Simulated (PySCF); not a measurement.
C₂H₄, charge +1, doublet, geometry from GFN2-xTB (a state made from the parent by changing its charge; the spin is typed, not shown lowest); DF-BLYP/aug-cc-pVTZ in PySCF.

Input for PySCF:
```python
from pyscf import gto, scf, dft
import numpy

mol = gto.M(
    atom='''
C    -0.65225698   -0.04060582    0.00295843
C     0.65225698    0.04060582   -0.00295843
H    -1.33013860    0.73875621    0.37284167
H    -1.23155843   -0.89823292   -0.36122265
H     1.33677212   -0.81125790    0.09455829
H     1.22492491    0.97073461   -0.10617731
''',
    basis='aug-cc-pvtz',
    charge=1,
    spin=1,
    verbose=4,
)
print('smallest overlap eigenvalue', numpy.linalg.eigvalsh(mol.intor('int1e_ovlp'))[0])

mf = dft.UKS(mol)
mf.xc = 'blyp'
mf = mf.density_fit(auxbasis='def2-universal-jkfit')
mf = scf.addons.remove_linear_dep_(mf, threshold=1e-6, lindep=1e-6)
mf.kernel()
```

The log (banner, timings and long lists left out):

```
PySCF version 2.14.0

[INPUT] verbose = 4
[INPUT] num. atoms = 6
[INPUT] num. electrons = 15
[INPUT] charge = 1
[INPUT] spin (= nelec alpha-beta = 2S) = 1
[INPUT] symmetry False subgroup None
[INPUT] Mole.unit = angstrom
[INPUT] Symbol           X                Y                Z      unit          X                Y                Z       unit  Magmom
[INPUT]  1 C     -0.652256980000  -0.040605820000   0.002958430000 AA   -1.232587055036  -0.076733878863   0.005590622459 Bohr   0.0
[INPUT]  2 C      0.652256980000   0.040605820000  -0.002958430000 AA    1.232587055036   0.076733878863  -0.005590622459 Bohr   0.0
[INPUT]  3 H     -1.330138600000   0.738756210000   0.372841670000 AA   -2.513597661712   1.396046909722   0.704568644125 Bohr   0.0
[INPUT]  4 H     -1.231558430000  -0.898232920000  -0.361222650000 AA   -2.327308139099  -1.697414214868  -0.682611878490 Bohr   0.0
[INPUT]  5 H      1.336772120000  -0.811257900000   0.094558290000 AA    2.526133197754  -1.533055247390   0.178689270907 Bohr   0.0
[INPUT]  6 H      1.224924910000   0.970734610000  -0.106177310000 AA    2.314772603058   1.834422552536  -0.200646036543 Bohr   0.0

nuclear repulsion = 33.4353880301809
number of shells = 62
number of NR pGTOs = 216
number of NR cGTOs = 184
basis = aug-cc-pvtz
ecp = {}
input.py:23: DeprecationWarning: remove_linear_dep_ is deprecated and will be removed in a future release. Linear dependency handling is now built into the SCF procedure by default. Linear dependency removal can be controlled using the following settings:
  pyscf.scf.hf.remove_overlap_zero_eigenvalue = True
  pyscf.scf.hf.overlap_zero_eigenvalue_threshold = 1e-6

  mf = scf.addons.remove_linear_dep_(mf, threshold=1e-6, lindep=1e-6)
smallest overlap eigenvalue 2.6646618298990124e-05

******** <class 'pyscf.df.df_jk.DFUKS'> ********
method = DFUKS
initial guess = minao
damping factor = 0
level_shift factor = 0
DIIS = <class 'pyscf.scf.diis.CDIIS'>
diis_start_cycle = 1
diis_space = 8
diis_damp = 0
SCF conv_tol = 1e-09
SCF conv_tol_grad = None
SCF max_cycles = 50
direct_scf = False
number electrons alpha = 8  beta = 7
XC library pyscf.dft.libxc version 7.1.2
    S. Lehtola, C. Steigemann, M. J. T. Oliveira, and M. A. L. Marques,  SoftwareX 7, 1–5 (2018)
XC functionals = blyp
    A. D. Becke,  Phys. Rev. A 38, 3098 (1988)
    C. Lee, W. Yang, and R. G. Parr,  Phys. Rev. B 37, 785 (1988)
    B. Miehlich, A. Savin, H. Stoll, and H. Preuss,  Chem. Phys. Lett. 157, 200 (1989)
radial grids:
    Treutler-Ahlrichs [JCP 102, 346 (1995); DOI:10.1063/1.469408] (M4) radial grids

becke partition: Becke, JCP 88, 2547 (1988); DOI:10.1063/1.454033
pruning grids: <function nwchem_prune>
grids dens level: 3
symmetrized grids: False
atomic radii adjust function: <function treutler_atomic_radii_adjust>
small_rho_cutoff = 0
Set gradient conv threshold to 3.16228e-05
tot grids = 67472
init E= -78.522900096994

cycle= 1 E= -78.1903261091093  delta_E= 0.333  |g|= 0.0839  |ddm|= 1.25
cycle= 2 E= -78.1937626202418  delta_E= -0.00344  |g|= 0.0276  |ddm|= 0.51
cycle= 3 E= -78.1938502732011  delta_E= -8.77e-05  |g|= 0.0222  |ddm|= 0.0614
cycle= 4 E= -78.1941139857899  delta_E= -0.000264  |g|= 0.00291  |ddm|= 0.0194
cycle= 5 E= -78.1941192048663  delta_E= -5.22e-06  |g|= 0.000203  |ddm|= 0.00382
cycle= 6 E= -78.194119238961  delta_E= -3.41e-08  |g|= 3.45e-05  |ddm|= 0.000458
cycle= 7 E= -78.1941192401528  delta_E= -1.19e-09  |g|= 1.27e-05  |ddm|= 0.000117
cycle= 8 E= -78.1941192402293  delta_E= -7.65e-11  |g|= 6.17e-06  |ddm|= 1.83e-05
Extra cycle  E= -78.194119240162  delta_E= 6.73e-11  |g|= 1.28e-05  |ddm|= 1.45e-05
converged SCF energy = -78.194119240162  <S^2> = 0.75317895  2S+1 = 2.0031764
```
